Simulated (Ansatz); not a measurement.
`[SiH3][O][Sn][Cl]` and `C[S][Sn][O][SiH3]` differ in one atom or group.

Ansatz, PBE0-D4/def2-TZVP geometries, multiplicity 1. Each molecule was computed in one conformer, which needn't be the lowest.

Elements past krypton have def2 core potentials.

```
                               property  `[SiH3][O][Sn][Cl]`
HOMO–LUMO gap (ωB97M-V/def2-TZVPP) / eV                 9.19
      HOMO energy (PBE/def2-TZVPP) / eV                -7.03
      LUMO energy (PBE/def2-TZVPP) / eV                -3.45
  LUMO energy (ωB97M-V/def2-TZVPP) / eV                -1.04
     LUMO energy (PBE0/def2-TZVPP) / eV                -2.78
    HOMO energy (B3LYP/def2-TZVPP) / eV                -7.97
```

Question: Give the same properties after the change, and the shifts. (Best estimate.)

Answer: The calculation gave: 
```
                               property  `C[S][Sn][O][SiH3]`  shift
HOMO–LUMO gap (ωB97M-V/def2-TZVPP) / eV                 8.44  -0.75
      HOMO energy (PBE/def2-TZVPP) / eV                -5.96   1.07
      LUMO energy (PBE/def2-TZVPP) / eV                -2.95   0.50
  LUMO energy (ωB97M-V/def2-TZVPP) / eV                -0.63   0.41
     LUMO energy (PBE0/def2-TZVPP) / eV                -2.31   0.47
    HOMO energy (B3LYP/def2-TZVPP) / eV                -6.82   1.15
```

With PBE0 the HOMO rises by 1.11 eV and the LUMO rises by 0.47 eV, so the gap narrows by about 0.64 eV. PBE moves the HOMO by 1.07 eV and ωB97M-V by 1.17 eV.

B3LYP here is the variant with VWN-RPA as its local correlation; programs differ in this.
